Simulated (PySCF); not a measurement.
Interval between two levels of Si²⁺ by level of theory

Si²⁺ [Ne] 3s2 → Si²⁺ [Ne] 3s1 3p1 [3P2, M_J = 2], as a difference of total energies. Calculation: PySCF 2.14, in x2c-TZVPall-2c with one added diffuse shell each of s, p type (6s7p2d1f, 44 functions); the two-component X2C-1e Hamiltonian. Correlated levels: [Ne] frozen; the 6 highest virtual spinors dropped. "Screened" scales the spin-orbit matrix elements by Boettger's factors to mimic the two-electron term; Breit and QED terms are absent.

```
                    method  interval between two levels (cm⁻¹)
           GHF (spin-free)                               43532
          GMP2 (spin-free)                               49519
 GHF (screened spin-orbit)                               43669
GMP2 (screened spin-orbit)                               49656
```

The labels give the starting determinants; with spin-orbit coupling the two ends relaxed to ⟨J²⟩ = 0.00, ⟨L²⟩ = 0.00, ⟨S²⟩ = 0.00 and ⟨J²⟩ = 6.01, ⟨L²⟩ = 2.01, ⟨S²⟩ = 2.00.
